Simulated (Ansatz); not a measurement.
Gas-phase electronic energies from Ansatz, PBE0-D4/def2-TZVP geometries. CCSD(T)/CBS is the MP2 limit (def2-TZVPP, def2-QZVPP) plus CCSD(T) − MP2 in def2-TZVPP, frozen cores. DFT in def2-TZVPP. def2 core potentials past Kr. For Sn outer-core shells are correlated without core-valence functions, which leaves a few kJ/mol of doubt a bond. Each species was taken in one conformer, which may not be the lowest.

Reaction (substitution at a C–O bond): `COB(F)O[SiH3]` + `[OH][Sn][Cl]` → `C[O][Sn][Cl]` + `OB(F)O[SiH3]`

`COB(F)O[SiH3]`:

Z-matrix (Å, degrees):
```
C
O 1 1.414
H 1 1.091 2 108.8
H 1 1.091 2 108.8 3 -118.4
H 1 1.091 2 111.7 3 120.8
B 2 1.352 1 123.0 3 -120.2
O 6 1.351 2 120.4 1 180.0
F 6 1.334 2 121.1 1 -0.1
Si 7 1.654 6 130.3 2 -0.0
H 9 1.481 7 106.4 6 -180.0
H 9 1.484 7 110.4 6 -60.7
H 9 1.484 7 110.4 6 60.8
```

`[OH][Sn][Cl]`:

Cartesian coordinates in Å:
```
O 0.385 -0.292 0.877
Sn -0.161 -0.410 -1.016
Cl -1.022 1.787 -1.091
H 0.798 -1.085 1.230
```

`C[O][Sn][Cl]`:

Z-matrix (Å, degrees):
```
C
O 1 1.405
H 1 1.095 2 109.5
H 1 1.095 2 112.6 3 120.9
H 1 1.095 2 109.5 3 -118.3
Sn 2 1.958 1 131.7 3 -121.3
Cl 6 2.388 2 98.6 1 0.0
```

`OB(F)O[SiH3]`:

Cartesian coordinates in Å:
```
O -0.191 -1.642 -0.615
B 0.535 -1.095 0.396
F 1.310 -1.870 1.157
O 0.489 0.228 0.648
Si -0.341 1.464 -0.074
H -0.076 -2.591 -0.696
H 0.025 2.698 0.656
H -1.802 1.226 0.028
H 0.052 1.580 -1.500
```

| species | PBE0-D4 energy (Eh) |
| --- | --- |
| `COB(F)O[SiH3]` | -606.22908 |
| `[OH][Sn][Cl]` | -750.23928 |
| `C[O][Sn][Cl]` | -789.50416 |
| `OB(F)O[SiH3]` | -566.96810 |

Work out ΔE.

ΔE = (-789.50416) + (-566.96810) − (-606.22908) − (-750.23928) = -0.00390 Eh = -10.2 kJ/mol. CCSD(T)/CBS gives -9.0 kJ/mol.

Largest T1 diagnostic among the species: 0.017.

Leaving LDA and LC-ωPBE aside and taking each functional with its dispersion term where it has one, the values, not all of them listed here, spread over 4.0 kJ/mol, from BLYP-D4 to ωB97X-V. At CCSD(T), def2-SVP lies −10.2 kJ/mol from the extrapolated value and def2-TZVPP −0.2 kJ/mol.
